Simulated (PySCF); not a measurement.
Ligand exchange on a metal centre used in film growth or etching (Ti Cl-F). Isolated molecules, 0 K electronic values unless said otherwise.

The numbers are results of B3LYP-D3(BJ)/def2-TZVP // TPSS-D3(BJ)/def2-SVP (PySCF), not measurements. B3LYP has the VWN-RPA correlation part, as in Gaussian. 

```
species                                  charge on the central atom (meta-Löwdin) (e)  HOMO–LUMO gap (eV)  mean distance from the central atom to its bonded neighbours (Å)  LUMO (eV)
---------------------------------------  --------------------------------------------  ------------------  ----------------------------------------------------------------  ---------
0 of 4 Cl replaced by F ([Ti(Cl)4])                                              1.15                   ?                                                             2.173      -4.03
1 of 4 Cl replaced by F ([Ti(Cl)3(F)])                                           1.29                5.38                                                                 ?          ?
2 of 4 Cl replaced by F ([Ti(Cl)2(F)2])                                          1.43                5.66                                                             1.960      -3.93
3 of 4 Cl replaced by F                                                          1.57                6.19                                                             1.852      -3.74
4 of 4 Cl replaced by F ([Ti(F)4])                                               1.70                   ?                                                             1.743          ?
```

### Question
Fill in the missing entries.

### Answer

- 0 of 4 Cl replaced by F ([Ti(Cl)4]), HOMO–LUMO gap (eV): 5.31
- 1 of 4 Cl replaced by F ([Ti(Cl)3(F)]), mean distance from the central atom to its bonded neighbours (Å): 2.067
- 1 of 4 Cl replaced by F ([Ti(Cl)3(F)]), LUMO (eV): -4.00
- 4 of 4 Cl replaced by F ([Ti(F)4]), HOMO–LUMO gap (eV): 8.69
- 4 of 4 Cl replaced by F ([Ti(F)4]), LUMO (eV): -3.54
